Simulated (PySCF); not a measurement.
Steps of a relaxation of [Bi(PH3)]3+

[Bi(PH3)]3+ (singlet). PySCF 2.14.0, RKS PBE0, Bi def2-SVP with ECP60, P def2-SVP, H def2-SVP; non-relativistic Hamiltonian with scalar-relativistic core potentials where named; density fitting; no spin-orbit coupling. Origin of the start: template. Columns: position (Å) and force (eV/Å). Energies are counted from the last step; some of the 6 steps are shown. Forces carry noise of the integration grid, about 0.01 to 0.03 eV/Å.

Run from Python with OMP_NUM_THREADS=2. Where DIIS fails, smearing, a level shift and second-order steps follow.
It took 5.5 s on 2 threads of Arm Neoverse V1, with other jobs on the host, from the converged density of the start.

```xyz
5
step 0  E = 0.648 eV
Bi    0.0000    0.0000   -0.3926     0.00    0.00   -0.35
P     0.0000    0.0000    2.3474     0.00    0.00    2.08
H     1.2100    0.0000    3.0906     1.11    0.00   -0.58
H    -0.6050    1.0479    3.0906    -0.55    0.96   -0.58
H    -0.6050   -1.0479    3.0906    -0.55   -0.96   -0.58
```

```xyz
5
step 2  E = 0.032 eV
Bi    0.0000    0.0000   -0.3075     0.00    0.00   -0.07
P     0.0000    0.0000    2.5461     0.00    0.00    0.83
H     1.3901    0.0000    2.9960    -0.43    0.00   -0.25
H    -0.6951    1.2039    2.9960     0.22   -0.37   -0.25
H    -0.6951   -1.2039    2.9960     0.22    0.37   -0.25
```

```xyz
5
step 3  E = 0.008 eV
Bi    0.0000    0.0000   -0.3018     0.00    0.00   -0.04
P     0.0000    0.0000    2.5709     0.00    0.00    0.38
H     1.3862    0.0000    2.9858    -0.23    0.00   -0.11
H    -0.6931    1.2005    2.9858     0.12   -0.20   -0.11
H    -0.6931   -1.2005    2.9858     0.12    0.20   -0.11
```

Question: Where does the relaxation end?

Answer: It converges at step 5 in C3v:
```xyz
5
step 5  E = 0
Bi    0.0000    0.0000   -0.3006
P     0.0000    0.0000    2.5898
H     1.3787    0.0000    2.9791
H    -0.6894    1.1940    2.9791
H    -0.6894   -1.1940    2.9791
```

Question: How did the contacts change?

Answer: 
```json
{"contact": "Bi1–P2 (PH3)", "start (Å)": "2.740", "end (Å)": "2.890"}
```
